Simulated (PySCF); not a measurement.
Radial density of Tl⁺ (thallium, charge +1)

UHF, [Xe] 4f14 5d9 6s2 7s1, high-spin 3D determinant (an excited configuration). Computed with PySCF 2.14 in aug-cc-pwCVTZ-PP with ECP60MDF (8s7p6d4f1g, 96 functions), with scalar relativity through the core potential. This is the valence pseudo-density: the core potential removes the inner electrons and smooths the orbitals near the nucleus.

```json
{"r (bohr)": "0.0321", "4πr²ρ (e/bohr)": "1.727e-05", "4πr²(ρα − ρβ)": "0.0000"}
{"r (bohr)": "0.0540", "4πr²ρ (e/bohr)": "2.940e-05", "4πr²(ρα − ρβ)": "0.0000"}
{"r (bohr)": "0.0909", "4πr²ρ (e/bohr)": "0.0001006", "4πr²(ρα − ρβ)": "0.0000"}
{"r (bohr)": "0.153", "4πr²ρ (e/bohr)": "0.0009712", "4πr²(ρα − ρβ)": "0.0000"}
{"r (bohr)": "0.257", "4πr²ρ (e/bohr)": "0.02182", "4πr²(ρα − ρβ)": "0.0008"}
{"r (bohr)": "0.433", "4πr²ρ (e/bohr)": "1.025", "4πr²(ρα − ρβ)": "0.0260"}
{"r (bohr)": "0.728", "4πr²ρ (e/bohr)": "14.19", "4πr²(ρα − ρβ)": "0.4665"}
{"r (bohr)": "1.22", "4πr²ρ (e/bohr)": "14.50", "4πr²(ρα − ρβ)": "0.9782"}
{"r (bohr)": "2.06", "4πr²ρ (e/bohr)": "3.368", "4πr²(ρα − ρβ)": "0.2508"}
{"r (bohr)": "3.46", "4πr²ρ (e/bohr)": "0.3800", "4πr²(ρα − ρβ)": "0.0456"}
{"r (bohr)": "5.82", "4πr²ρ (e/bohr)": "0.2299", "4πr²(ρα − ρβ)": "0.2267"}
{"r (bohr)": "9.80", "4πr²ρ (e/bohr)": "0.03205", "4πr²(ρα − ρβ)": "0.0321"}
{"r (bohr)": "16.5", "4πr²ρ (e/bohr)": "0.0001312", "4πr²(ρα − ρβ)": "0.0001"}
```

Energies and moments cover only the electrons outside the core potential. Spin-orbit coupling, absent here, splits the open shell strongly. The outer electron is Rydberg-like, and this basis confines it to a smaller radius and binds it less than a complete one would.
